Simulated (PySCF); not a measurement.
C2H6Te, charge +1, multiplicity 2. Atoms are numbered in the order given.

```xyz
9

C      1.5978     0.0000     1.0508
Te     0.0000     0.0000    -0.3901
C     -1.5978     0.0000     1.0508
H      1.4945     0.9046     1.6683
H      2.5474     0.0000     0.5004
H      1.4945    -0.9046     1.6683
H     -1.4945     0.9046     1.6683
H     -2.5474     0.0000     0.5004
H     -1.4945    -0.9046     1.6683
```
Charge +1, spin multiplicity 2.

Coordinates come from a B3LYP-D3(BJ)/def2-SVP optimisation. The multiplicity is an assumed one; other spin states were not compared. The def2 effective core potentials stand for the cores of Te; spin–orbit coupling is left out.

Method: TDA-ωB97X/def2-SVPD (PySCF).

Vertical excitations. The molecule is in vacuum.

### Question
Give excitation energies, oscillator strengths and character. (An estimate is asked for; the answer gives what the named calculation found.)

### Answer

```tsv
state	energy (eV)	λ (nm)	f	main pairs
root 1	2.36	525	0.003	β HOMO→LUMO 99 %
root 2	3.47	357	0.000	β HOMO−1→LUMO 97 %
root 3	5.29	234	0.000	α HOMO→LUMO 96 %
root 4	6.01	206	0.000	α HOMO−1→LUMO 42 %, β HOMO→LUMO+1 48 %
root 5	6.18	201	0.006	β HOMO−2→LUMO 96 %
root 6	6.27	198	0.000	β HOMO−3→LUMO 98 %
root 7	6.36	195	0.005	α HOMO→LUMO+1 93 %
root 8	6.64	187	0.002	α HOMO−2→LUMO 21 %, α HOMO−1→LUMO+1 19 %, β HOMO−4→LUMO 27 %, β HOMO−1→LUMO+1 13 %, β HOMO→LUMO+2 12 %
root 9	6.70	185	0.001	β HOMO−5→LUMO 98 %
root 10	6.71	185	0.004	β HOMO−4→LUMO 68 %, β HOMO−1→LUMO+1 12 %
```
Unrestricted roots are not spin-pure.
